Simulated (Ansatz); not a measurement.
`C[O][Al]([F])[Cl]` + NH₃ → `C[O][Al]([NH2])[Cl]` + H–F at 500 K and 1 bar (ligand exchange at the Al–F bond).

Calculated with Ansatz (gas phase, PBE0-D4/def2-TZVP geometries, no zero-point term in ΔE). CCSD(T)/CBS is the MP2 limit (def2-TZVPP, def2-QZVPP) plus CCSD(T) − MP2 in def2-TZVPP, frozen cores. This one scheme is used for every species. Each species was taken in one conformer, which may not be the lowest.

| species | CCSD(T)/CBS energy (Eh) | H − E (kJ/mol) | S (J/(mol·K)) |
| --- | --- | --- | --- |
| `C[O][Al]([F])[Cl]` | -916.81237 | 164.6 | 411.5 |
| NH₃ | -56.50880 | 108.2 | 211.8 |
| `C[O][Al]([NH2])[Cl]` | -872.89306 | 232.0 | 435.4 |
| H–F | -100.39570 | 39.4 | 188.7 |

H − E and S are ideal-gas, rigid-rotor, harmonic terms from PBE0-D4/def2-TZVP, for one conformer and one mirror image of each species. 1 Eh = 2625.50 kJ/mol, R = 8.31446 J/(mol·K).

Problem. By hand: ΔE, ΔH, ΔS and ΔG.

Solution. ΔE = (-872.89306) + (-100.39570) − (-916.81237) − (-56.50880) = 0.03241 Eh = 85.1 kJ/mol. Δ(H − E) = 232.0 + 39.4 − 164.6 − 108.2 = -1.4, so ΔH = 83.7 kJ/mol. ΔS = 435.4 + 188.7 − 411.5 − 211.8 = 0.8 J/(mol·K). ΔG = 83.7 − 500 × (0.8)/1000 = 83.3 kJ/mol.

Problem. By hand: the equilibrium constant, and the temperature at which ΔG would vanish if ΔH and ΔS stayed fixed.

Solution. log₁₀ K = −ΔG/(RT ln 10) = -8.7. ΔG = 0 at ΔH/ΔS = 104625 K, far beyond where these terms or the molecules hold.

The number of gas molecules stays the same, so ΔS is small and ΔH decides. A doubt of 5 kJ/mol in ΔE shifts log₁₀ K by 0.5 here. Other conformers and mirror images would add mixing entropy, several J/(mol·K) or more a flexible species. These are equilibria of isolated gas molecules and say nothing of rates. Largest T1 diagnostic: 0.011 (customary marks: 0.02 for closed shells, 0.045 for open ones).
